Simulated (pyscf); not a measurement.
H₃C–N(CH₃)–Ge(OH)(OH)–OH, singlet

Gas-phase minimum from PySCF at ωB97X-D3(BJ)/def2-SVP, one conformer. 

```xyz
16

C      0.1622    -1.6668    -1.0874
N      0.4355    -0.2664    -0.8327
C      1.8360     0.0974    -0.7718
Ge    -0.7921     0.7921    -0.0602
O     -2.3515     0.2133    -0.6469
O     -0.8800     0.8155     1.7061
O     -0.4435     2.4847    -0.4457
H     -0.9236    -1.8349    -1.1195
H      0.5826    -1.9722    -2.0637
H      0.5975    -2.3299    -0.3129
H      2.3439    -0.1470    -1.7234
H      1.9375     1.1816    -0.6086
H      2.3793    -0.4255     0.0407
H     -3.0438     0.3468     0.0113
H     -0.6712     1.6891     2.0585
H     -0.3550     2.6381    -1.3936
```
Charge 0, spin multiplicity 1.

Bonds (Å): C1–N2 1.449, C1–H8 1.099, C1–H9 1.106, C1–H10 1.109, N2–C3 1.448, N2–Ge4 1.796, C3–H11 1.106, C3–H12 1.101, C3–H13 1.109, Ge4–O5 1.764, Ge4–O6 1.769, Ge4–O7 1.771, O5–H14 0.965, O6–H15 0.965 (the first ones only). Angles (°): N2–C1–H8 109.8, N2–C1–H9 110.5, N2–C1–H10 112.4, H8–C1–H9 107.9, H8–C1–H10 108.5, H9–C1–H10 107.6, C1–N2–C3 115.6, C1–N2–Ge4 121.1, C3–N2–Ge4 119.7, N2–C3–H11 110.6, N2–C3–H12 110.0, N2–C3–H13 112.7, H11–C3–H12 107.6, H11–C3–H13 107.5 (the first ones only).

Properties at ωB97X-D3(BJ)/def2-SVP:

```yaml
harmonic_wavenumbers_unscaled: 56, 89, 138, 167, 207, 221, 229, 235, 253, 287, 298, 320, 338, 350, 609, 725, 742, 759, 881, 902, 918, 1032, 1103, 1128, 1177, 1288, 1331, 1442, 1469, 1472, 1480, 1494, 1514, 3007, 3012, 3076, 3083, 3152, 3175, 3903, 3908, 3911 cm⁻¹
zero_point_energy: 78.5 kcal/mol
rotational_symmetry_number: 1
Entropy of this conformer at 298 K and 1 atm, rigid rotor and harmonic oscillator, modes under 100 cm⁻¹ raised to 100: 418.3 J/(mol K)
dipole_moment: 0.95 D
```

Single-point totals, which compare only within one level:

```
level                   total energy (hartree)
----------------------  ----------------------
ωB97X-D3(BJ)/def2-TZVP             -2439.36360
PBE/def2-TZVP                      -2438.56834
r²SCAN/def2-TZVP                   -2439.10584
B3LYP-D3(BJ)/def2-TZVP             -2439.37344
PBE0-D3(BJ)/def2-TZVP              -2438.65010
M06-2X/def2-TZVP                   -2439.17657
ωB97M-D3(BJ)/def2-TZVP             -2439.40867
```

Soft torsions are taken as harmonic, which can shift the entropy by several J/(mol K). Elements up to Kr have no core potential and no relativistic terms here.
